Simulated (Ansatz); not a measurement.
The cluster B₈Sb₈, relaxed as a singlet with RKS PBE-D4/def2-SVP in Ansatz, starting from the GFN2-xTB geometry. Force threshold 0.03 eV/Å.

In the def2 sets Sb takes a core potential; there is no spin–orbit coupling. The restricted singlet is unstable towards broken spin symmetry in Hartree–Fock (as tested in another run); at PBE-D4/def2-SVP this wasn't settled. Another isomer (singlet) lies 3.32 eV lower at PBE0-D4/def2-TZVP; other spin states weren't run for this one.

Start:

```
atom   x (Å)   y (Å)   z (Å)
  B1  -0.516  -0.524  -1.401
  B2   0.074   1.113  -1.919
  B3  -1.157   2.277  -1.452
  B4   0.307  -3.122   0.934
  B5   0.365  -1.815   1.664
  B6   1.432   0.793   3.315
  B7   0.989  -0.195  -1.835
  B8  -0.826   2.361  -0.016
 Sb9   2.321  -1.738  -2.022
Sb10  -0.086  -4.025  -0.893
Sb11  -1.446   2.388  -3.699
Sb12  -1.636  -1.427   0.166
Sb13  -2.436   0.432  -1.945
Sb14  -0.342  -0.189   2.745
Sb15   3.155   1.113   4.364
Sb16  -0.199   2.558   1.993
```

Question: Estimate the energy that the relaxation releases and the steps that it takes.

Answer: 6.72 eV, in 35 steps; 2.7 min on 2 threads of AMD EPYC 7R13 on a shared host and a share (18 GiB) of an NVIDIA H100 80GB HBM3. No frequencies were taken in this run, so the end may be a saddle point.

Question: Does the start keep its bonding and symmetry?

Answer: Bonds lost: B1–B2, B2–Sb13, Sb12–Sb13, Sb12–Sb14 (atoms count from 1). Bonds formed: B1–B8, B2–B8, B4–Sb9, B5–Sb9, B7–B8, B8–Sb13, Sb14–Sb15 (atoms count from 1).

Question: Predict the relaxed structure.

Answer: 
| atom | x (Å) | y (Å) | z (Å) |
| --- | --- | --- | --- |
| B1 | -1.0809 | -0.4135 | -1.0435 |
| B2 | 0.2031 | 1.3374 | -1.8386 |
| B3 | -0.9281 | 2.5946 | -1.3096 |
| B4 | 0.5004 | -3.1245 | 0.8442 |
| B5 | 0.2224 | -1.8035 | 1.6381 |
| B6 | 1.3130 | 1.5611 | 1.9831 |
| B7 | 0.5271 | -0.0395 | -1.0846 |
| B8 | -0.7386 | 1.2934 | -0.3469 |
| Sb9 | 1.9894 | -1.3536 | -0.0536 |
| Sb10 | 0.3591 | -3.8100 | -1.1915 |
| Sb11 | -0.5255 | 2.7616 | -3.4315 |
| Sb12 | -1.7127 | -2.2516 | 0.1265 |
| Sb13 | -2.5847 | 1.0137 | -1.9894 |
| Sb14 | 0.2297 | -0.3574 | 3.3180 |
| Sb15 | 2.9926 | 0.5006 | 2.5892 |
| Sb16 | -0.7664 | 2.0911 | 1.7899 |
Bond lengths: 17 × B–Sb 2.08 to 2.58 Å; 8 × B–B 1.57 to 1.98 Å; 5 × Sb–Sb 2.91 to 3.16 Å.
